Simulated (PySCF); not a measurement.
Isomers of C7H12OSi, mass 140.066 u with the commonest isotopes. The calculation used PBE0/pcSseg-1 in PySCF (dipole) on a GFN2-xTB geometry, gas phase. One conformer each, none proved a minimum here; rigid rotors.

Question: Order these by rotational constant A, smallest first.
A. `[CH2:1]=[C:2]1[CH2:3][C@@H:4]1[C@H:5]1[CH2:6][CH2:7][O:8][SiH2:9]1` with C3–C4–C5–C6 -152°, C1–C2–C3–C4 -179°, C2–C3–C4–C5 109°, C4–C5–C6–C7 161°, C5–C6–C7–O8 -39°
B. `[CH2:1]=[CH:2][CH2:3][Si@@H:4]1[CH2:5][CH2:6][C@H:7]1[CH:8]=[O:9]` with C1–C2–C3–Si4 -106°, C2–C3–Si4–C5 -80°, C6–C7–C8–O9 16°, C3–Si4–C5–C6 -121°, Si4–C5–C6–C7 12°, C5–C6–C7–C8 -125°, C3–Si4–C7–C6 126°
C. `[CH3:1][CH:2]([CH3:3])[O:4][C:5]1=[CH:6][CH:7]=[CH:8][SiH2:9]1` with C1–C2–O4–C5 -151°, C2–O4–C5–C6 -173°
D. `[CH:1]#[C:2]/[C:3](=[CH:4]\[O:5][SiH3:6])[CH2:7][CH2:8][CH3:9]` with C3–C4–O5–Si6 167°, C2–C3–C7–C8 69°, C3–C7–C8–C9 64°
E. `[CH3:1][O:2][C:3]1=[CH:4][CH:5]=[CH:6][CH2:7][CH2:8][SiH2:9]1` with C1–O2–C3–C4 -2°, C3–C4–C5–C6 -39°, C5–C6–C7–C8 81°, C6–C7–C8–Si9 -69°, C7–C8–Si9–C3 3°
F. `[SiH3:1][CH2:2][C@H:3]1[CH:4]=[CH:5][O:6][CH:7]=[CH:8][CH2:9]1` with Si1–C2–C3–C4 177°, C2–C3–C4–C5 81°, C4–C5–O6–C7 8°, C5–O6–C7–C8 14°, C7–C8–C9–C3 -49°

Answer: D (2041 MHz), E (2172 MHz), A (2472 MHz), F (2531 MHz), B (2825 MHz), C (2957 MHz).

Question: Order these by out-of-plane moment Σ m c² = (Ia + Ib − Ic)/2, smallest first.
A. `[CH:1]#[C:2]/[C:3](=[CH:4]\[O:5][SiH3:6])[CH2:7][CH2:8][CH3:9]` with C3–C4–O5–Si6 167°, C2–C3–C7–C8 69°, C3–C7–C8–C9 64°
B. `[CH2:1]=[CH:2][CH2:3][Si@@H:4]1[CH2:5][CH2:6][C@H:7]1[CH:8]=[O:9]` with C1–C2–C3–Si4 -106°, C2–C3–Si4–C5 -80°, C6–C7–C8–O9 16°, C3–Si4–C5–C6 -121°, Si4–C5–C6–C7 12°, C5–C6–C7–C8 -125°, C3–Si4–C7–C6 126°
C. `[SiH3:1][CH2:2][C@H:3]1[CH:4]=[CH:5][O:6][CH:7]=[CH:8][CH2:9]1` with Si1–C2–C3–C4 177°, C2–C3–C4–C5 81°, C4–C5–O6–C7 8°, C5–O6–C7–C8 14°, C7–C8–C9–C3 -49°
D. `[CH3:1][CH:2]([CH3:3])[O:4][C:5]1=[CH:6][CH:7]=[CH:8][SiH2:9]1` with C1–C2–O4–C5 -151°, C2–O4–C5–C6 -173°
E. `[CH3:1][O:2][C:3]1=[CH:4][CH:5]=[CH:6][CH2:7][CH2:8][SiH2:9]1` with C1–O2–C3–C4 -2°, C3–C4–C5–C6 -39°, C5–C6–C7–C8 81°, C6–C7–C8–Si9 -69°, C7–C8–Si9–C3 3°
F. `[CH2:1]=[C:2]1[CH2:3][C@@H:4]1[C@H:5]1[CH2:6][CH2:7][O:8][SiH2:9]1` with C3–C4–C5–C6 -152°, C1–C2–C3–C4 -179°, C2–C3–C4–C5 109°, C4–C5–C6–C7 161°, C5–C6–C7–O8 -39°

Answer: E (35.10 u·Å²), B (44.80 u·Å²), D (48.47 u·Å²), A (50.23 u·Å²), C (62.31 u·Å²), F (87.16 u·Å²).

Question: Order these by dipole moment, smallest first.
A. `[CH3:1][CH:2]([CH3:3])[O:4][C:5]1=[CH:6][CH:7]=[CH:8][SiH2:9]1` with C1–C2–O4–C5 -151°, C2–O4–C5–C6 -173°
B. `[CH3:1][O:2][C:3]1=[CH:4][CH:5]=[CH:6][CH2:7][CH2:8][SiH2:9]1` with C1–O2–C3–C4 -2°, C3–C4–C5–C6 -39°, C5–C6–C7–C8 81°, C6–C7–C8–Si9 -69°, C7–C8–Si9–C3 3°
C. `[CH:1]#[C:2]/[C:3](=[CH:4]\[O:5][SiH3:6])[CH2:7][CH2:8][CH3:9]` with C3–C4–O5–Si6 167°, C2–C3–C7–C8 69°, C3–C7–C8–C9 64°
D. `[SiH3:1][CH2:2][C@H:3]1[CH:4]=[CH:5][O:6][CH:7]=[CH:8][CH2:9]1` with Si1–C2–C3–C4 177°, C2–C3–C4–C5 81°, C4–C5–O6–C7 8°, C5–O6–C7–C8 14°, C7–C8–C9–C3 -49°
E. `[CH2:1]=[C:2]1[CH2:3][C@@H:4]1[C@H:5]1[CH2:6][CH2:7][O:8][SiH2:9]1` with C3–C4–C5–C6 -152°, C1–C2–C3–C4 -179°, C2–C3–C4–C5 109°, C4–C5–C6–C7 161°, C5–C6–C7–O8 -39°
F. `[CH2:1]=[CH:2][CH2:3][Si@@H:4]1[CH2:5][CH2:6][C@H:7]1[CH:8]=[O:9]` with C1–C2–C3–Si4 -106°, C2–C3–Si4–C5 -80°, C6–C7–C8–O9 16°, C3–Si4–C5–C6 -121°, Si4–C5–C6–C7 12°, C5–C6–C7–C8 -125°, C3–Si4–C7–C6 126°

Answer: D (0.49 D), B (1.07 D), C (1.48 D), A (1.60 D), E (1.76 D), F (3.59 D).

```tsv
SMILES	point group	Ia (u·Å²)	Ib (u·Å²)	Ic (u·Å²)	κ	μa (D)	μb (D)	μc (D)
C=C1C[C@@H]1[C@H]1CCO[SiH2]1	C1	204.47	519.60	549.76	-0.93	0.90	1.04	1.10
C#C/C(=C\O[SiH3])CCC	C1	247.56	710.29	857.40	-0.83	0.60	1.28	0.43
CC(C)OC1=CC=C[SiH2]1	C1	170.92	616.29	690.27	-0.92	1.20	1.06	0.05
[SiH3]C[C@H]1C=COC=CC1	C1	199.66	551.28	626.32	-0.87	0.15	0.35	0.30
COC1=CC=CCC[SiH2]1	C1	232.68	467.92	630.39	-0.59	0.46	0.90	0.35
C=CC[Si@@H]1CC[C@H]1C=O	C1	178.90	717.85	807.15	-0.93	2.76	1.05	2.04
```
